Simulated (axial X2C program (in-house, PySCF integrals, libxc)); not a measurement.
# Eu⁺: configurations by level of theory

Calculated with an in-house all-electron X2C program for linear molecules (integrals from PySCF), basis dyall-v3z (cores contracted in-house), spin-free (one-electron X2C) and two-component (2c, atomic mean-field Coulomb and Gaunt terms). Energies in eV from the lowest row of each column (rows without correlated energies are left out; n/a marks j-coupled starts, which PBE0 does not hold); electrons by l are Mulliken totals of the Hartree–Fock solution, and PBE0 can relax to another configuration under the same block occupation. Coupled cluster uses truncated natural virtuals with an MP2 remainder. Frozen shells in the correlated columns: 4 s, 3 p, 2 d.

Spin-free determinants:

```
electrons by l  M_S, M_L    HF   MP2  PBE0
s11 p24 d20 f7      4, 0  0.00  0.00  0.00
s11 p24 d20 f7      3, 0  0.18  0.22  0.31
s10 p24 d21 f7      4, 2  1.33  1.33  1.33
s10 p24 d21 f7      4, 1  1.34  1.34  1.26
```

Two-component determinants:

| electrons by l | 2M_J | HF | MP2 | PBE0 |
| --- | --- | --- | --- | --- |
| s11 p24 d20 f7 | 8 | 0.00 | 0.00 | 0.00 |
| s11 p24 d20 f7 | 6 | 0.18 | 0.20 | 0.31 |
| s10 p24 d21 f7 | 4 | 1.29 | 1.29 | 1.25 |
| s10 p24 d21 f7 | 10 | 1.36 | 1.41 | 1.29 |
| s10 p24 d21 f7 | 12 | 1.37 | 1.44 | 1.40 |

Ground level as tabulated from the NIST Atomic Spectra Database (leading term): 2S+1 = 9, L = 0, J = 4.

Spin-free rows of one term, and 2c rows of one J level, should be degenerate; broken spherical symmetry, the missing current term of PBE0 and determinants that mix terms or J levels spread them. The search is wide but not exhaustive and can miss a configuration; gaps between s and d configurations can be off by some tenths of an eV with this basis and core.

The run took 42 s on 1 thread of Arm Neoverse V2, with other jobs on the host.
